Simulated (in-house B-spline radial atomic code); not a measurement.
Computed with a B-spline radial atomic code. Model: two electrons, singlet ground state, non-relativistic, full CI in B-splines with partial waves to l = 8 (at full coupling up to 3e-4 hartree above the limit, correlation up to 0.6 % small), density held at that of full coupling by Lieb maximisation.

Along the adiabatic connection the electron repulsion is scaled by a coupling λ while a local potential keeps the density fixed. At λ = 0 the system is the Kohn-Sham one and W equals the exchange energy; the exchange-correlation energy is the area under W between 0 and 1. The kinetic energy rises with λ as the electrons avoid each other, with dT/dλ = −λ dW/dλ.

Command:
```bash
python run_ac.py task.json out
```
Settings (lengths in bohr, energies in hartree):
```
potential              harmonic
strength               0.00461
lmax                   8
```

Run time, properties included: 34 s on 1 thread of Intel(R) Xeon(R) Processor @ 2.30GHz, on a shared host.

**W = mean repulsion less Hartree energy, and W of three functionals.**

Given: confinement harmonic well; well frequency 0.00461 hartree; external potential omega^2 r^2/2.

Computed: LDA exchange minus exact 4.118 millihartree; SCAN exchange minus exact -0.76622 millihartree.

```json
{"coupling": "0", "W xc (hartree)": "-0.033834", "W xc minus exchange (millihartree)": "0", "kinetic minus Kohn-Sham (millihartree)": "0", "LDA (PW92) W minus its exchange (millihartree)": "0", "PBE W minus its exchange (millihartree)": "0", "SCAN W minus its exchange (millihartree)": "0"}
{"coupling": "0.02", "W xc (hartree)": "?", "W xc minus exchange (millihartree)": "?", "kinetic minus Kohn-Sham (millihartree)": "?", "LDA (PW92) W minus its exchange (millihartree)": "?", "PBE W minus its exchange (millihartree)": "?", "SCAN W minus its exchange (millihartree)": "?"}
{"coupling": "0.05", "W xc (hartree)": "-0.038276", "W xc minus exchange (millihartree)": "-4.441", "kinetic minus Kohn-Sham (millihartree)": "0.1", "LDA (PW92) W minus its exchange (millihartree)": "-7.8", "PBE W minus its exchange (millihartree)": "-5.13", "SCAN W minus its exchange (millihartree)": "-3.47"}
{"coupling": "0.12", "W xc (hartree)": "-0.041101", "W xc minus exchange (millihartree)": "-7.266", "kinetic minus Kohn-Sham (millihartree)": "0.32", "LDA (PW92) W minus its exchange (millihartree)": "-11.63", "PBE W minus its exchange (millihartree)": "-8.32", "SCAN W minus its exchange (millihartree)": "-6.19"}
{"coupling": "0.25", "W xc (hartree)": "-0.043206", "W xc minus exchange (millihartree)": "-9.372", "kinetic minus Kohn-Sham (millihartree)": "0.69", "LDA (PW92) W minus its exchange (millihartree)": "-15", "PBE W minus its exchange (millihartree)": "-11.29", "SCAN W minus its exchange (millihartree)": "-8.76"}
{"coupling": "0.4", "W xc (hartree)": "-0.044256", "W xc minus exchange (millihartree)": "-10.422", "kinetic minus Kohn-Sham (millihartree)": "1.02", "LDA (PW92) W minus its exchange (millihartree)": "-17.02", "PBE W minus its exchange (millihartree)": "-13.12", "SCAN W minus its exchange (millihartree)": "-10.2"}
{"coupling": "0.6", "W xc (hartree)": "?", "W xc minus exchange (millihartree)": "?", "kinetic minus Kohn-Sham (millihartree)": "?", "LDA (PW92) W minus its exchange (millihartree)": "?", "PBE W minus its exchange (millihartree)": "?", "SCAN W minus its exchange (millihartree)": "?"}
{"coupling": "0.8", "W xc (hartree)": "-0.045442", "W xc minus exchange (millihartree)": "-11.608", "kinetic minus Kohn-Sham (millihartree)": "1.7", "LDA (PW92) W minus its exchange (millihartree)": "-19.66", "PBE W minus its exchange (millihartree)": "-15.55", "SCAN W minus its exchange (millihartree)": "-11.75"}
{"coupling": "1", "W xc (hartree)": "-0.045754", "W xc minus exchange (millihartree)": "-11.92", "kinetic minus Kohn-Sham (millihartree)": "1.97", "LDA (PW92) W minus its exchange (millihartree)": "-20.41", "PBE W minus its exchange (millihartree)": "-16.24", "SCAN W minus its exchange (millihartree)": "-12.09"}
{"coupling": "1.4", "W xc (hartree)": "-0.046175", "W xc minus exchange (millihartree)": "-12.341", "kinetic minus Kohn-Sham (millihartree)": "2.47", "LDA (PW92) W minus its exchange (millihartree)": "-21.44", "PBE W minus its exchange (millihartree)": "-17.21", "SCAN W minus its exchange (millihartree)": "-12.5"}
{"coupling": "2", "W xc (hartree)": "-0.046566", "W xc minus exchange (millihartree)": "-12.732", "kinetic minus Kohn-Sham (millihartree)": "3.13", "LDA (PW92) W minus its exchange (millihartree)": "-22.42", "PBE W minus its exchange (millihartree)": "-18.12", "SCAN W minus its exchange (millihartree)": "-12.81"}
{"coupling": "3", "W xc (hartree)": "-0.04695", "W xc minus exchange (millihartree)": "-13.116", "kinetic minus Kohn-Sham (millihartree)": "4.07", "LDA (PW92) W minus its exchange (millihartree)": "-23.38", "PBE W minus its exchange (millihartree)": "-19.03", "SCAN W minus its exchange (millihartree)": "-13.05"}
```

Q: What belongs in the row 0.02?

A: W xc (hartree): -0.036014; W xc minus exchange (millihartree): -2.18; kinetic minus Kohn-Sham (millihartree): 0.02; LDA (PW92) W minus its exchange (millihartree): -4.66; PBE W minus its exchange (millihartree): -2.75; SCAN W minus its exchange (millihartree): -1.64.

Q: What belongs in the row 0.6?

A: W xc (hartree): -0.044994; W xc minus exchange (millihartree): -11.16; kinetic minus Kohn-Sham (millihartree): 1.39; LDA (PW92) W minus its exchange (millihartree): -18.62; PBE W minus its exchange (millihartree): -14.58; SCAN W minus its exchange (millihartree): -11.19.

Q: What is the PBE exchange minus exact?

A: 0.60017 millihartree.

**Energy parts, natural occupations and partial-wave weights.**

Computed: total energy 0.0440 hartree; exchange energy -0.033834 hartree; kinetic part of the DFT correlation energy 0.0019746 hartree; kinetic part over minus potential part 0.16566; Hartree energy 0.067668 hartree; Lieb Oxford ratio E_xc over LDA exchange 1.4732.

| natural | occupation of the shell (electrons) |
| --- | --- |
| s | 1.1838 |
| p | ? |
| d | 0.048542 |
| s | 0.020514 |
| p | 0.0029281 |
| f | 0.00020223 |

Q: What belongs in the row p?

A: occupation of the shell (electrons): 0.74388.

```
wave      weight
   s     0.60222
   p     0.37341
   d    0.024274
   f           ?
   g  5.1171e-09
```

Q: What belongs in the row f?

A: weight: 0.00010112.

Q: What is the Kohn-Sham kinetic?

A: 0.0035815 hartree.

Q: What is the correlation energy?

A: -0.009945 hartree.

Half-way to full coupling W has made 91 % of its drop, against 50 % for a straight line, and second-order (GL2) theory, half the initial slope, overshoots the correlation energy by about 516 %: correlation is strong. Over couplings 0 to 1 the errors in E_xc come to about -2.4 millihartree for LDA, -2.2 millihartree for PBE, -0.5 millihartree for SCAN, so SCAN is nearest. In LDA and PBE and SCAN the errors of exchange and correlation have opposite signs, so the sum is smaller than the larger of the two.
